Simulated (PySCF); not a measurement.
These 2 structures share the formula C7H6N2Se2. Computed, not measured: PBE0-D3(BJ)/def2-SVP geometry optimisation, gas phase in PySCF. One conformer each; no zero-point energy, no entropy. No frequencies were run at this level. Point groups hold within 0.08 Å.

Question: Rank from lowest to highest electronic energy at this level (kcal/mol).
A. `[CH3:1][Se:2][c:3]1[cH:4][cH:5][c:6]2[se:7][n:8][n:9][c:10]2[cH:11]1` with C1–Se2–C3–C4 180°
B. `[CH3:1][Se:2][c:3]1[cH:4][cH:5][c:6]2[n:7][se:8][n:9][c:10]2[cH:11]1` with C1–Se2–C3–C4 180°

Answer: B (0.0), A (3.4).

As drawn, the higher has an N–N linkage, which the lower lacks.

```csv
SMILES,E (Eh),E rel (kcal/mol),dipole (D),point group,"A, B, C (MHz)"
C[Se]c1ccc2n[se]nc2c1,-5181.08900,0.0,1.58,Cs,"2118, 231.5, 209.0"
C[Se]c1ccc2[se]nnc2c1,-5181.08361,3.4,2.76,Cs,"2102, 236.6, 212.9"
```
